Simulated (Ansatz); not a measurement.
`C[CH2][In]([F])[F]` + H₂ → `[F][InH][F]` + ethane  (hydrogenolysis of the In–C bond)

Gas-phase electronic energies from Ansatz, PBE0-D4/def2-TZVP geometries. CCSD(T)/CBS adds triple-zeta CCSD(T) − MP2 to the extrapolated MP2 energy (def2 sets, frozen cores). This one scheme is used for every species. Functionals use def2-TZVPP. HSE06 is defined as in plane-wave codes. def2 core potentials past Kr. For In outer-core shells are correlated without core-valence functions, which leaves a few kJ/mol of doubt a bond. One conformer a species, not always the lowest.

`C[CH2][In]([F])[F]`:

Z-matrix (Å, degrees):
```
C
C 1 1.520
H 1 1.091 2 112.1
H 1 1.091 2 112.1 3 -120.8
H 1 1.094 2 110.2 3 119.6
In 2 2.137 1 114.1 3 60.4
H 2 1.092 1 112.1 3 -59.5
H 2 1.092 1 112.1 3 -179.7
F 6 1.945 2 128.6 1 -179.2
F 6 1.948 2 125.0 1 0.8
```

H₂:

Cartesian coordinates in Å:
```
H -0.278 -0.141 0.204
H 0.278 0.141 -0.204
```

`[F][InH][F]`:

```xyz
4

F     1.691    0.030    0.738
In   -0.123    0.068    0.068
F    -0.121   -0.901   -1.606
H    -1.447    0.802    0.800
```

`CC`:

```xyz
8

C    -0.715    0.009   -0.254
C     0.715   -0.009    0.254
H    -1.263   -0.881    0.065
H    -1.260    0.881    0.118
H    -0.751    0.042   -1.346
H     1.264    0.881   -0.065
H     1.260   -0.881   -0.118
H     0.751   -0.042    1.346
```

| level | ΔE (kJ/mol) |
| --- | --- |
| PBE-D4 | -32.5 |
| BLYP | -40.6 |
| r2SCAN | -38.9 |
| r2SCANh | -41.3 |
| HSE06 | -44.4 |
| RPA@PBE/def2-TZVPP | -35.9 |
| HF/def2-SVP | -73.5 |
| CCSD(T)/def2-SVP | -48.0 |

(1) What does CCSD(T)/CBS give? (Best estimate.)

(2) What do rigid-rotor, harmonic-oscillator terms from PBE0-D4/def2-TZVP frequencies (298.15 K, 1 bar) make of the CCSD(T)/CBS value? (An estimate is asked.)

Largest T1 diagnostic among the species: 0.017.

## Answers

(1) Computed: -31.4 kJ/mol. The listed levels differ from it by -1.1, -9.2, -7.5, -9.9, -13.0, -4.5, -42.1, -16.6 kJ/mol.

(2) Ansatz gave: ΔZPE = +15.2 kJ/mol, ΔH = -22.1 kJ/mol, ΔS = 4 J/(mol·K), ΔG = -23.2 kJ/mol. Modes under 50 cm⁻¹ make the entropy rough.

In def2-TZVPP, CCSD(T) changes the Hartree–Fock value by +33.5 kJ/mol (the triples alone add +6.0 kJ/mol) and MP2 by +43.3 kJ/mol. From PBE to PBE0 (25 % exact exchange), in def2-TZVPP and without D4, ΔE moves by −7.1 kJ/mol. Leaving LDA and LC-ωPBE aside and taking each functional with its dispersion term where it has one, the values, not all of them listed here, spread over 23.3 kJ/mol, from B97M-V to revPBE-D4.
